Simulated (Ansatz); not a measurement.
Reaction (formal exchange of groups at the Se–Si bond): `C[SiH2][Se]C` + `BF` → `C[Se]BF` + `C[SiH3]`

Computed with Ansatz on PBE0-D4/def2-TZVP structures; ΔE is electronic, products minus reactants. CCSD(T)/CBS is the MP2 limit (def2-TZVPP, def2-QZVPP) plus CCSD(T) − MP2 in def2-TZVPP, frozen cores. This one scheme is used for every species. DFT in def2-TZVPP. For Se outer-core shells are correlated without core-valence functions, which leaves a few kJ/mol of doubt a bond. Scalar relativity is left out up to krypton. One conformer a species, not always the lowest.

| level | ΔE (kJ/mol) |
| --- | --- |
| r2SCANh-D4 | -19.4 |
| B2PLYP | -17.9 |
| revPBE | -24.5 |
| MP2/def2-SVP | -22.0 |
| SCS-MP2/def2-TZVPP | -12.9 |
| CCSD(T)/def2-TZVPP | -17.2 |
| MP2/def2-QZVPP | -10.2 |
| HF/CBS(def2) | -7.8 |

What does CCSD(T)/CBS give? (Best estimate.)

The calculation gave: -12.5 kJ/mol. The listed levels differ from it by -6.9, -5.4, -12.0, -9.5, -0.4, -4.7, 2.3, 4.7 kJ/mol.

Largest T1 diagnostic among the species: 0.013.

Leaving LDA and LC-ωPBE aside and taking each functional with its dispersion term where it has one, the values, not all of them listed here, spread over 16.0 kJ/mol, from B97M-V to BHLYP-D4. LDA lies −6.1 kJ/mol from PBE without D4. In def2-TZVPP, CCSD(T) changes the Hartree–Fock value by −8.6 kJ/mol (the triples alone add −1.3 kJ/mol) and MP2 by −4.6 kJ/mol.
